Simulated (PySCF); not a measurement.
# Zinc: a sound run and one with changed settings

Sound run: Zn [Ar] 3d10 4s2, Zn⁺ [Ar] 3d10 4s1. Computed with PySCF 2.14 in def2-TZVP (6s5p4d1f, 48 functions), with the non-relativistic Hamiltonian (point nucleus). In the sound run the correlated levels freeze [Ar]. The sound run starts from symmetry-adapted Hartree-Fock orbitals and uses a fine grid where one is needed.

A second run was set up differently.

| species | method | sound run (hartree) | changed run (hartree) | converged |
| --- | --- | --- | --- | --- |
| Zn | MP2 | -1778.21079 | -1777.82927 | yes |
| Zn | CCSD(T) | -1778.19127 | -1777.84034 | yes |

Ionisation energy of Zn:

```csv
method,sound run (eV),changed run (eV)
UHF,7.636,7.636
MP2,8.723,8.240
SCS-MP2,8.760,8.361
CCSD,8.866,8.542
CCSD(T),8.955,8.542
CCSDT,n/a,8.542
FCI,n/a,8.542
```

(1) What was changed?
A. all electrons correlated in a valence basis
B. minimal basis
C. a valence shell is frozen
D. basis contracted for another Hamiltonian

Results:

(1) C. Freezing a valence shell removes pair correlation that changes on ionisation.
